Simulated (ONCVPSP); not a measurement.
## PBEsol ONCV dataset for cobalt, fully relativistic all-electron reference.

ONCVPSP 4.0.1 was run on this input:

```
# ATOM AND REFERENCE CONFIGURATION
# atsym  z   nc   nv     iexc    psfile
  Co 27.00    3    4  -116133      upf
#
#   n    l    f
    1    0    2.00
    2    0    2.00
    2    1    6.00
    3    0    2.00
    3    1    6.00
    3    2    7.00
    4    0    2.00
#
# PSEUDOPOTENTIAL AND OPTIMIZATION
# lmax
    2
#
#   l,   rc,      ep,       ncon, nbas, qcut
    0    1.40    0.00    4    8   11.40
    1    1.20    0.00    4    8   12.10
    2    1.40    0.00    5   10    9.70
#
# LOCAL POTENTIAL
# lloc, lpopt,  rc(5),   dvloc0
    4    4    0.90   -1.00
#
# VANDERBILT-KLEINMAN-BYLANDER PROJECTORs
# l, nproj, debl
    0    2    2.70
    1    1    1.00
    2    3    1.60
#
# MODEL CORE CHARGE
# icmod, fcfact, rcfact
    1    0.20    0.00
#
# LOG DERIVATIVE ANALYSIS
# epsh1, epsh2, depsh
   -5.00    5.00    0.04
#
# OUTPUT GRID
# rlmax, drl
    6.00    0.01
#
# TEST CONFIGURATIONS
# ncnf
    4
# nvcnf
#   n    l    f
    4
    3    0    2.00
    3    1    6.00
    3    2    7.00
    4    0    1.00
#
    4
    3    0    2.00
    3    1    6.00
    3    2    7.00
    4    0    0.00
#
    4
    3    0    2.00
    3    1    6.00
    3    2    6.00
    4    0    0.00
#
    5
    3    0    2.00
    3    1    6.00
    3    2    7.00
    4    0    0.00
    4    1    2.00
#
```

Command:

```bash
oncvpspr.x < Co.dat > Co.out
```

Output (shortened: citation, most of the input echo, consistency checks and plot data are left out):

```
ONCVPSP  (Optimized Norm-Conservinng Vanderbilt PSeudopotential)
relativistic version 4.0.1

#   n    l    f        energy (Ha)
    1    0    2.00    -2.7870003D+02
    2    0    2.00    -3.2993534D+01
    2    1    6.00    -2.8087804D+01    -2.8631707D+01
    3    0    2.00    -3.7525759D+00
    3    1    6.00    -2.3844349D+00    -2.4526400D+00
    3    2    7.00    -2.9961994D-01    -3.0669351D-01
    4    0    2.00    -2.0171410D-01

Reference configufation results
  iterations    31
  all-electron total energy (Ha)   -1.39193491D+03

Begin loop to  construct optimized pseudo wave functions
and semi-local pseudopoentials for all angular momenta

Calculating optimized projector #   1

 for l=   0

    Fraction of norm inside rc  0.966928
    Optimizing pswf for qcut=  11.39 a_B^-1,  ecut=  64.83 Ha
    Residual kinetic energy error=  1.25D-08 Ha

    Energy error per electron        Cutoff
         Ha          eV             Ha
         0.01000     0.27211       23.41
         0.00100     0.02721       33.99
         0.00010     0.00272       42.19
         0.00001     0.00027       48.80

Calculating optimized projector #   2

 for l=   0

    Fraction of norm inside rc  0.052671
    Optimizing pswf for qcut=  11.39 a_B^-1,  ecut=  64.83 Ha
    Residual kinetic energy error=  4.90D-09 Ha

    Energy error per electron        Cutoff
         Ha          eV             Ha
         0.01000     0.27211        8.33
         0.00100     0.02721       28.63
         0.00010     0.00272       39.04
         0.00001     0.00027       47.20

Calculating optimized projector #   1

 for l=   1

    Fraction of norm inside rc  0.875684
    Optimizing pswf for qcut=  12.11 a_B^-1,  ecut=  73.36 Ha
    Residual kinetic energy error=  1.16D-08 Ha

    Energy error per electron        Cutoff
         Ha          eV             Ha
         0.01000     0.27211       30.00
         0.00100     0.02721       39.03
         0.00010     0.00272       47.12
         0.00001     0.00027       54.47

Calculating optimized projector #   1

 for l=   1

    Fraction of norm inside rc  0.882160
    Optimizing pswf for qcut=  12.11 a_B^-1,  ecut=  73.36 Ha
    Residual kinetic energy error=  1.41D-08 Ha

    Energy error per electron        Cutoff
         Ha          eV             Ha
         0.01000     0.27211       30.85
         0.00100     0.02721       40.13
         0.00010     0.00272       48.38
         0.00001     0.00027       55.65

   Wellstate for l =  2  n =  5 kap= -3
     eigenvalue =   1.3004
     asymptotic potential =   1.8004
     half-point radius =  4.6038

   Wellstate for l =  2  n =  6 kap= -3
     eigenvalue =   2.9004
     asymptotic potential =   3.4004
     half-point radius =  4.0357

Calculating optimized projector #   1

 for l=   2

    Fraction of norm inside rc  0.771116
    Optimizing pswf for qcut=   9.71 a_B^-1,  ecut=  47.17 Ha
    Residual kinetic energy error=  6.66D-04 Ha

    Energy error per electron        Cutoff
         Ha          eV             Ha
         0.01000     0.27211       38.79
         0.00100     0.02721       46.02
         0.00010     0.00272      162.00
         0.00001     0.00027      197.16

Calculating optimized projector #   2

 for l=   2

    Fraction of norm inside rc  0.059451
    Optimizing pswf for qcut=   9.71 a_B^-1,  ecut=  47.17 Ha
    Residual kinetic energy error=  3.99D-04 Ha

    Energy error per electron        Cutoff
         Ha          eV             Ha
         0.01000     0.27211       35.81
         0.00100     0.02721       44.13
         0.00010     0.00272       66.99
         0.00001     0.00027      192.92

Calculating optimized projector #   3

 for l=   2

    Fraction of norm inside rc  0.068684
    Optimizing pswf for qcut=   9.71 a_B^-1,  ecut=  47.17 Ha
    Residual kinetic energy error=  1.29D-03 Ha

    Energy error per electron        Cutoff
         Ha          eV             Ha
         0.01000     0.27211       39.45
         0.00100     0.02721       48.09
         0.00010     0.00272       74.66
         0.00001     0.00027      196.58

   Wellstate for l =  2  n =  5 kap=  2
     eigenvalue =   1.2933

   Wellstate for l =  2  n =  6 kap=  2
     eigenvalue =   2.8993

Calculating optimized projector #   1

 for l=   2

    Fraction of norm inside rc  0.774866
    Optimizing pswf for qcut=   9.71 a_B^-1,  ecut=  47.17 Ha
    Residual kinetic energy error=  6.78D-04 Ha

    Energy error per electron        Cutoff
         Ha          eV             Ha
         0.01000     0.27211       38.85
         0.00100     0.02721       46.12
         0.00010     0.00272      162.63
         0.00001     0.00027      197.25

Calculating optimized projector #   2

 for l=   2

    Fraction of norm inside rc  0.059215
    Optimizing pswf for qcut=   9.71 a_B^-1,  ecut=  47.17 Ha
    Residual kinetic energy error=  4.05D-04 Ha

    Energy error per electron        Cutoff
         Ha          eV             Ha
         0.01000     0.27211       35.86
         0.00100     0.02721       44.17
         0.00010     0.00272       67.26
         0.00001     0.00027      193.83

Calculating optimized projector #   3

 for l=   2

    Fraction of norm inside rc  0.068896
    Optimizing pswf for qcut=   9.71 a_B^-1,  ecut=  47.17 Ha
    Residual kinetic energy error=  1.31D-03 Ha

    Energy error per electron        Cutoff
         Ha          eV             Ha
         0.01000     0.27211       39.51
         0.00100     0.02721       48.14
         0.00010     0.00272       74.89
         0.00001     0.00027      197.65

Construct Vanderbilt / Kleinmman-Bylander projectors

B matrix Hermiticity error, ll=  0  kap= -1
   1   2    3.5256D-04

  Orthonormal projector coefficients  1.0844E+01  2.3706E+00

B matrix Hermiticity error, ll=  2  kap= -3
   1   2   -1.3311D-04
   1   3    2.3306D-04
   2   3    5.3903D-05

  Orthonormal projector coefficients -5.7522E+01 -7.7188E+00 -3.0188E+00

B matrix Hermiticity error, ll=  2  kap=  2
   1   2   -1.3398D-04
   1   3    2.3447D-04
   2   3    5.3929D-05

  Orthonormal projector coefficients -5.7200E+01 -7.7491E+00 -3.0348E+00

 Orthonormal scalar projector coefficients, l =  1
  1.4900E+00  5.0923E-02

 Orthonormal spin-orbit projector coefficients, l =  1
 -1.2392E+00  1.2246E-01

 Orthonormal scalar projector coefficients, l =  2
 -5.7393E+01 -7.7309E+00 -3.0252E+00 -1.4290E-04 -4.9052E-07 -4.1001E-08

 Orthonormal spin-orbit projector coefficients, l =  2
 -1.6440E-01  3.5561E-02  1.2490E-02  6.4990E-03 -1.7043E-04 -1.4132E-05

Model core correction analysis
  based on d2Exc/dn_idn_j

d2excae - all-electron derivatives

   -3.189575D-02   -2.956845D-02   -2.126890D-02   -1.116830D-03
   -2.959968D-02   -2.839691D-02   -2.064813D-02   -1.039645D-03
   -2.143939D-02   -2.081837D-02   -1.749681D-02   -8.238893D-04
   -1.301431D-03   -1.275864D-03   -1.107378D-03   -1.076078D-04

d2excps - pseudofunction derivatives with no core correction

   -4.952685D-02   -4.193037D-02   -2.925508D-02   -2.027086D-03
   -4.198204D-02   -3.977432D-02   -2.954454D-02   -1.525256D-03
   -2.953243D-02   -2.982166D-02   -2.456950D-02   -9.290370D-04
   -2.327736D-03   -1.909662D-03   -1.390173D-03   -1.742413D-04

rms 2nd derivative error    8.248335E-03

Polynomial model core charge

d2excps - pseudofunction derivatives with core correction

   -3.921915D-02   -3.758770D-02   -2.817367D-02   -1.373344D-03
   -3.763841D-02   -3.705715D-02   -2.876159D-02   -1.253279D-03
   -2.845095D-02   -2.903865D-02   -2.437558D-02   -8.586738D-04
   -1.673618D-03   -1.637667D-03   -1.319806D-03   -1.329616D-04

rms 2nd derivative error    5.785467E-03

Pseudoatom total energy -143.593200

Diagnostic tests using Vanderbilt-Kleinman-Bylander pseudopotentials
  relativistic with J = L +/- 1/2 projectors

   l  kap   rcore       rmatch      e in        delta e    norm test   slope test

   0  -1   1.4015675   1.4441222  -3.7525759   0.0000062   1.0002045   1.0001840
   0  -1   1.4015675   1.4441222  -0.2017141   0.0000039   1.0000338   1.0000259

   1  -2   1.2068812   1.2435247  -2.3844349  -0.0000135   0.9999897   1.0000105
   1   1   1.2068812   1.2435247  -2.4526400  -0.0000040   0.9999971   0.9999976

   2  -3   1.4015675   1.4441222  -0.2996199  -0.0000092   1.0001143   1.0001399
   2   2   1.4015675   1.4441222  -0.3066935   0.0000011   1.0001253   1.0001050
   2  -3   1.4015675   1.4441222   1.3003801   0.0000119   1.0002546   1.0002546
   2   2   1.4015675   1.4441222   1.2993017   0.0000151   1.0002526   1.0002526
   2  -3   1.4015675   1.4441222   2.9003801   0.0000636   1.0002713   1.0002713
   2   2   1.4015675   1.4441222   2.8991883   0.0000718   1.0002705   1.0002705

Diagnostic tests using Vanderbilt-Kleinman-Bylander pseudopotentials
  relativistic with scalar and spin-orbit non-local projectors

   l  kap   rcore       rmatch      e in        delta e    norm test   slope test

   0  -1   1.4015675   1.4441222  -3.7525759   0.0000062   1.0002045   1.0001840
   0  -1   1.4015675   1.4441222  -0.2017141   0.0000039   1.0000338   1.0000259

   1  -2   1.2068812   1.2435247  -2.3844349  -0.0000135   0.9999897   1.0000105
   1   1   1.2068812   1.2435247  -2.4526400  -0.0000040   0.9999971   0.9999976

   2  -3   1.4015675   1.4441222  -0.2996199  -0.0000082   1.0001142   1.0001414
   2   2   1.4015675   1.4441222  -0.3066935   0.0000022   1.0001253   1.0001064
   2  -3   1.4015675   1.4441222   1.3003801   0.0000124   1.0002549   1.0002549
   2   2   1.4015675   1.4441222   1.2993017   0.0000155   1.0002529   1.0002529
   2  -3   1.4015675   1.4441222   2.9003801   0.0000636   1.0002713   1.0002713
   2   2   1.4015675   1.4441222   2.8991883   0.0000717   1.0002705   1.0002705

Ghost test for J = L + 1/2

 Testing for bound ghosts
   n   l    E NL Schr. Eq   E Basis Diag.   E Cutoff

   1   0       -3.752570       -3.752568    134.67
   2   0       -0.201710       -0.101496    134.67

   2   1       -2.384448       -2.384390    153.34

   3   2       -0.299629       -0.296368    345.03

 Testing for highly-localized positive-energy ghosts
       l    <radius>/rc     E Basis Diag.   E Cutoff

Ghost test for J = L - 1/2

 Testing for bound ghosts
   n   l    E NL Schr. Eq   E Basis Diag.   E Cutoff

   1   0       -3.752570       -3.752568    134.67
   2   0       -0.201710       -0.101496    134.67

   2   1       -2.452644       -2.452595    153.34

   3   2       -0.306692       -0.303574    345.03

 Testing for highly-localized positive-energy ghosts
       l    <radius>/rc     E Basis Diag.   E Cutoff

Test configuration 0

   n   l kap    f        eae           eps        diff
   1   0  -1  2.0000 -278.70002762
   2   0  -1  2.0000  -32.99353437
   2   1  -2  4.0000  -28.08780368
   2   1   1  2.0000  -28.63170688
   3   0  -1  2.0000   -3.75257587   -3.75256966    6.21E-06
   3   1  -2  4.0000   -2.38443485   -2.38444838   -1.35E-05
   3   1   1  2.0000   -2.45264000   -2.45264398   -3.99E-06
   3   2  -3  4.2000   -0.29961994   -0.29962918   -9.23E-06
   3   2   2  2.8000   -0.30669351   -0.30669238    1.13E-06
   4   0  -1  2.0000   -0.20171410   -0.20171022    3.88E-06

    Total energies and differences
      AE_ref= -1.39193491E+03  AE_tst= -1.39193491E+03  dif=  0.00E+00
      PS_ref= -1.43593200E+02  PS_tst= -1.43593200E+02  dif= -1.79E-12
      PSP excitation error=  1.79E-12

Test configuration 1

   n   l kap    f        eae           eps        diff
   1   0  -1  2.0000 -279.02641350
   2   0  -1  2.0000  -33.31262259
   2   1  -2  4.0000  -28.40748366
   2   1   1  2.0000  -28.95144987
   3   0  -1  2.0000   -4.07689932   -4.07724817   -3.49E-04
   3   1  -2  4.0000   -2.70931152   -2.70940007   -8.85E-05
   3   1   1  2.0000   -2.77738857   -2.77751269   -1.24E-04
   3   2  -3  4.2000   -0.62143743   -0.62177924   -3.42E-04
   3   2   2  2.8000   -0.62859943   -0.62894359   -3.44E-04
   4   0  -1  1.0000   -0.46883297   -0.46873610    9.69E-05

    Total energies and differences
      AE_ref= -1.39193491E+03  AE_tst= -1.39160247E+03  dif=  3.32E-01
      PS_ref= -1.43593200E+02  PS_tst= -1.43260809E+02  dif=  3.32E-01
      PSP excitation error=  4.48E-05

Test configuration 2

   n   l kap    f        eae           eps        diff
   1   0  -1  2.0000 -279.40609966
   2   0  -1  2.0000  -33.68103088
   2   1  -2  4.0000  -28.77679776
   2   1   1  2.0000  -29.32086192
   3   0  -1  2.0000   -4.45178834   -4.45290498   -1.12E-03
   3   1  -2  4.0000   -3.08455784   -3.08492377   -3.66E-04
   3   1   1  2.0000   -3.15251738   -3.15298844   -4.71E-04
   3   2  -3  4.2000   -0.99056321   -0.99148077   -9.18E-04
   3   2   2  2.8000   -0.99785892   -0.99879680   -9.38E-04
   4   0  -1  0.0000   -0.76181264   -0.76181264    0.00E+00

    Total energies and differences
      AE_ref= -1.39193491E+03  AE_tst= -1.39098884E+03  dif=  9.46E-01
      PS_ref= -1.43593200E+02  PS_tst= -1.42647353E+02  dif=  9.46E-01
      PSP excitation error=  2.22E-04

Test configuration 3

   n   l kap    f        eae           eps        diff
   1   0  -1  2.0000 -280.13776063
   2   0  -1  2.0000  -34.43480860
   2   1  -2  4.0000  -29.52860438
   2   1   1  2.0000  -30.07248419
   3   0  -1  2.0000   -5.15968372   -5.16078472   -1.10E-03
   3   1  -2  4.0000   -3.78319421   -3.78333969   -1.45E-04
   3   1   1  2.0000   -3.85284941   -3.85293619   -8.68E-05
   3   2  -3  3.6000   -1.65516087   -1.65254521    2.62E-03
   3   2   2  2.4000   -1.66330015   -1.66062892    2.67E-03
   4   0  -1  0.0000   -1.18026933   -1.18026933    0.00E+00

    Total energies and differences
      AE_ref= -1.39193491E+03  AE_tst= -1.38967186E+03  dif=  2.26E+00
      PS_ref= -1.43593200E+02  PS_tst= -1.41330715E+02  dif=  2.26E+00
      PSP excitation error=  5.61E-04

Test configuration 4

   n   l kap    f        eae           eps        diff
   1   0  -1  2.0000 -278.82738158
   2   0  -1  2.0000  -33.11335352
   2   1  -2  4.0000  -28.20801488
   2   1   1  2.0000  -28.75197024
   3   0  -1  2.0000   -3.87967205   -3.88008584   -4.14E-04
   3   1  -2  4.0000   -2.51185864   -2.51185355    5.09E-06
   3   1   1  2.0000   -2.57994565   -2.57999741   -5.18E-05
   3   2  -3  4.2000   -0.42236849   -0.42260818   -2.40E-04
   3   2   2  2.8000   -0.42954715   -0.42979341   -2.46E-04
   4   0  -1  0.0000   -0.27707063   -0.76181264   -4.85E-01
   4   1  -2  1.3333   -0.10192734   -0.10216820   -2.41E-04
   4   1   1  0.6667   -0.10442620   -0.10389458    5.32E-04

    Total energies and differences
      AE_ref= -1.39193491E+03  AE_tst= -1.39160361E+03  dif=  3.31E-01
      PS_ref= -1.43593200E+02  PS_tst= -1.43262117E+02  dif=  3.31E-01
      PSP excitation error=  2.15E-04
```

The run took about 9.2 s on one core of a shared server CPU.
